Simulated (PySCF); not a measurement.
# Computed vibrations of [Yb(H2O)]2+

[Yb(H2O)]2+ (singlet in the valence; each metal's 4f electrons, 14 of them, lie in its core potential, out of spins and levels). PySCF 2.14.0, RKS PBE0, Yb lcecp-0-SVP with ECP60, O def2-SVP, H def2-SVP; non-relativistic Hamiltonian with scalar-relativistic core potentials where named; density fitting; no spin-orbit coupling. Central differences of gradients.

```xyz
4

Yb    0.0000    0.0000   -0.2266
O     0.0000    0.0000    2.1207
H     0.7673    0.0000    2.7255
H    -0.7673    0.0000    2.7255
```

Run from Python with OMP_NUM_THREADS=2. Where DIIS fails, smearing, a level shift and second-order steps follow.
It took 12 s on 2 threads of AMD EPYC 7R43 64-Core Processor (Zen 3) (shared host).

**Question.** What are the harmonic wavenumbers and infrared intensities?

**Answer.** Modes are labelled in C2v; negative numbers are unstable modes, those under 60 cm⁻¹ near the noise; a finer grid moves soft modes by up to 10 cm⁻¹.
```tsv
cm⁻¹	km/mol	symmetry
344	8.1	a1
573	96.2	b2
576	356.3	b1
1684	113.1	a1
3720	279.6	a1
3767	336.0	b2
```

**Question.** Is this a minimum?

**Answer.** Yes. Ideal gas at 298.15 K and 1 bar: S = 265.0 J/(mol K), Cp = 49.2 J/(mol K), H − H(0 K) = 11.8 kJ/mol (rigid rotor, harmonic modes, spin degeneracy alone, that of the 4f electrons in the core included).

An lcecp potential fixes the number of 4f electrons, so in runs with it no electron can move into or out of that shell.
